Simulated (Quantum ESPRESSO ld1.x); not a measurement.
The nuclear charge of the caesium ion Cs+ is varied continuously with 54 electrons held in [Xe]. Calculated with ld1.x of Quantum ESPRESSO 7.5: Dirac Kohn-Sham, PBE, spin-unpolarised, spherical densities, point nucleus. By the Hellmann-Feynman theorem dE/dZ = E(electron-nucleus)/Z, the electronic potential at the nucleus.

| Z | E (hartree) | E(electron-nucleus)/Z (hartree) | HOMO | e(HOMO) (eV) | <r> HOMO (bohr) |
|---|---|---|---|---|---|
| 54 | -7450.27 | -335.489 | 5p3/2 | -7.854 | 2.353 |
| 54.2 | -7517.54 | -337.238 | 5p3/2 | -9.756 | 2.294 |
| 54.4 | -7585.17 | -338.988 | 5p3/2 | -11.741 | 2.240 |
| 54.6 | -7653.14 | -340.738 | 5p3/2 | -13.804 | 2.191 |
| 54.8 | -7721.46 | -342.489 | 5p3/2 | -15.944 | 2.144 |
| 55 | -7790.14 | -344.242 | 5p3/2 | -18.156 | 2.101 |
| 55.2 | -7859.16 | -345.995 | 5p3/2 | -20.439 | 2.061 |
| 55.4 | -7928.53 | -347.750 | 5p3/2 | -22.791 | 2.023 |
| 55.6 | -7998.26 | -349.506 | 5p3/2 | -25.210 | 1.987 |
| 55.8 | -8068.34 | -351.263 | 5p3/2 | -27.694 | 1.952 |
| 56 | -8138.76 | -353.022 | 5p3/2 | -30.243 | 1.920 |

The central difference of E at Z = 55 is -344.242 hartree, to compare with the third column; the second derivative is -8.76 hartree.
